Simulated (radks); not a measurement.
Removal energies from the tellurium ion Te11+, [Kr] 4d5, by Delta-SCF beside the eigenvalue of the level emptied. Method: scalar-relativistic Kohn-Sham, PBEsol, spin-polarised, spherical densities, finite nucleus; Fermi nuclear charge, rms radius of each element as measured or else 0.836 A^(1/3) + 0.57 fm; computed with a radial shooting solver on a logarithmic mesh with Libxc functionals. Open shells are filled with parallel spins first.

removed from    final configuration  Delta-SCF (eV)  -eigenvalue (eV)
4d                         [Kr] 4d4          247.56            234.83
4p            [Ar] 3d10 4s2 4p5 4d5          319.49            306.44
4s            [Ar] 3d10 4s1 4p6 4d5          372.47            358.87
3d             [Ar] 3d9 4s2 4p6 4d5          802.82            773.59
